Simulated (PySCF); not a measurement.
## Orbital picture of LaP

r²SCAN0 at R = 2.424 Å; basis La def2-TZVPP with ECP46, P def2-TZVPP; scalar-relativistic core potentials; PySCF 2.14. State: triplet, about 0.1 electrons in the 4f shell (Mulliken). Only the outer orbitals are listed, counted within each symmetry, core potentials removing the inner ones.

```
spin  orbital  occ.  ε (eV)  on La (%)           main shells (%)
   α       5σ     1  -25.06         92                   92 La p
   α       2π     1  -24.50        100                  100 La p
   α       2π     1  -24.50        100                  100 La p
   α       6σ     1  -14.40         13                    86 P s
   α       7σ     1   -6.83         32           65 P p, 26 La d
   α       3π     1   -5.83         34           65 P p, 30 La d
   α       3π     1   -5.83         34           65 P p, 30 La d
   α       8σ     1   -4.25        101          83 La s, 14 La d
   α       1δ     0   -1.97         99                   99 La d
   α       1δ     0   -1.97         99                   99 La d
   α       4π     0   -1.53         89  52 La p, 37 La d, 10 P p
   β       5σ     1  -24.25         95                   95 La p
   β       2π     1  -24.20        100                  100 La p
   β       2π     1  -24.20        100                  100 La p
   β       6σ     1  -13.16         13                    87 P s
   β       3π     1   -5.61         32           68 P p, 28 La d
   β       3π     1   -5.61         32           68 P p, 28 La d
   β       7σ     0   -2.85         43   54 P p, 26 La d, 9 La s
   β       8σ     0   -1.81         98          71 La s, 20 La d
   β       1δ     0   -1.19         99                   99 La d
```

**Question.** Which are the highest filled and the lowest empty level, where do they sit, and how wide is the gap?

**Answer.** Highest filled α 8σ at -4.25 eV (in %: 83 La s, 14 La d); lowest empty β 7σ at -2.85 eV (in %: 54 P p, 26 La d, 9 La s); the gap at r²SCAN0 is 1.40 eV.

The bond order (Mayer) is 2.49, the ⟨S²⟩ is 2.011 and the charge on La (Mulliken, basis-dependent) is 0.26. The charge on La (Löwdin, basis-dependent) is -0.32 and the dipole moment (positive dipole means La(−)P(+)) is -5.15 D.

Shares are Mulliken populations and can fall outside 0 to 100 %.

Spin–orbit coupling is left out. The state is the lowest single determinant that the PBE0 search found; with open d or f shells the true ground state can be another one.
